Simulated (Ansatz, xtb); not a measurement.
## Two conformers of C2H10SiSn

Structure X is `C[SiH2][SnH2][CH3]`, a singlet and structure Y is `C[SiH2][SnH2][CH3]`, a singlet. Both are isolated molecules in the gas phase, relaxed with PBE0-D3(BJ)/def2-SVP.

X (Å):

```xyz
14

C     1.0282   -0.7694   -0.6091
C    -2.1554    2.2315   -4.0170
Si    0.5996    0.7499   -1.6417
Sn   -1.6684    0.4989   -2.8273
H     0.2658   -0.9419    0.1656
H     2.0015   -0.6399   -0.1115
H     1.0820   -1.6681   -1.2419
H     0.5569    1.9682   -0.7698
H     1.6606    0.9855   -2.6737
H    -2.9199    0.2564   -1.6699
H    -1.6526   -0.8851   -3.8515
H    -1.3856    2.3876   -4.7854
H    -3.1276    2.0863   -4.5083
H    -2.2072    3.1235   -3.3773
```

Y (Å):

```xyz
14

C    -2.9912   -0.8480   -1.9734
C     0.7747   -0.6480    0.2204
Si   -1.6058    0.1775   -2.7420
Sn    0.6978   -0.6349   -1.9377
H    -2.9607   -0.7825   -0.8750
H    -3.9755   -0.4881   -2.3107
H    -2.8979   -1.9078   -2.2555
H    -1.6764    0.1027   -4.2364
H    -1.7691    1.6174   -2.3595
H     1.9595    0.3727   -2.5294
H     1.0050   -2.2330   -2.4990
H     0.6221    0.3692    0.6075
H    -0.0121   -1.3033    0.6203
H     1.7522   -1.0171    0.5617
```

Problem. Estimate which is lower in electronic energy at CCSD(T)/def2-SVP + ΔMP2/def2-TZVPP, and by roughly how much.

Solution. Too close to call at this level: CCSD(T)/def2-SVP + ΔMP2/def2-TZVPP gives E(Y) − E(X) = +0.05 kcal/mol.

How the difference moves with the method:

| level | geometry | E(Y) − E(X) (kcal/mol) | departure from the last row (kcal/mol) | job, with rough time for the two |
| --- | --- | --- | --- | --- |
| PBE0-D3(BJ)/def2-SVP | PBE0-D3(BJ)/def2-SVP | +0.02 | −0.03 | optimisation, 3.1 min |
| HF/def2-SVP | PBE0-D3(BJ)/def2-SVP | +0.16 | +0.10 | part of the CCSD(T) run |
| MP2/def2-SVP | PBE0-D3(BJ)/def2-SVP | +0.03 | −0.02 | part of the CCSD(T) run |
| CCSD(T)/def2-SVP | PBE0-D3(BJ)/def2-SVP | +0.05 | −0.01 | single point |
| CCSD(T)/def2-SVP + ΔMP2/def2-TZVPP | PBE0-D3(BJ)/def2-SVP | +0.05 |  | single point, 2.2 min |

The largest departure from CCSD(T)/def2-SVP + ΔMP2/def2-TZVPP is that of HF/def2-SVP, 0.10 kcal/mol. A small imaginary or near-zero mode remains, so no thermal terms are given. Levels run at GFN2-xTB geometries aren't shown. The last row adds to CCSD(T) the change of the MP2 difference between the two basis sets, here +0.01 kcal/mol.

The correlated steps freeze 11 core orbitals; the filled d shell of Sn is correlated, in a basis made for valence electrons. Atoms past krypton carry core potentials in the def2 sets and no spin–orbit term is included. Run with Ansatz 0.2.0, xtb 6.7.1; the last row on 2 threads of Intel(R) Xeon(R) Processor @ 2.50GHz (Skylake/Cascade Lake) on a shared host.
